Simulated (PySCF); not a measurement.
# Worked example: oscillator strength and radiative lifetime

W(O)(S)(OH)(NH2) (H₃NO₂SW), SMILES [NH2][W](=[O])([OH])=[S], multiplicity 1.

Geometry optimised at B3LYP-D3(BJ)/def2-SVP. The spin state was assumed, not searched. The structure was generated by enumeration; whether it is a known compound was not checked. The def2 effective core potentials stand for the cores of W; spin–orbit coupling is left out. The values are those of a single conformer.

TDA-LC-ωPBE/def2-SVPD run with PySCF puts the first singlet state with f over 0.02 at 5.18 eV (vertical), with the transition dipole (-0.286, 0.609, 0.138) in atomic units.

Task: Find the oscillator strength, the wavelength and the radiative lifetime that this transition would have in vacuum if emission retraced absorption.

Result: 
|μ|² = 0.4717 au, so |μ| = 1.75 D. ΔE = 5.18/27.211 = 0.1904 hartree. f = (2/3) ΔE |μ|² = 0.060 (the program prints 0.060).
λ = 1239.84/5.18 = 239 nm; ν = 41779 cm⁻¹.
Einstein's coefficient A = 0.6670 ν² f s⁻¹ (ν in cm⁻¹) = 7.0e7 s⁻¹, so τ = 1/A = 14 ns. This state is S5; the lower singlets have f = 0.001, 0.002, 0.019, 0.014. The figure is the radiative limit of this one transition; relaxation, internal conversion, crossing to triplets and a medium change what is measured.
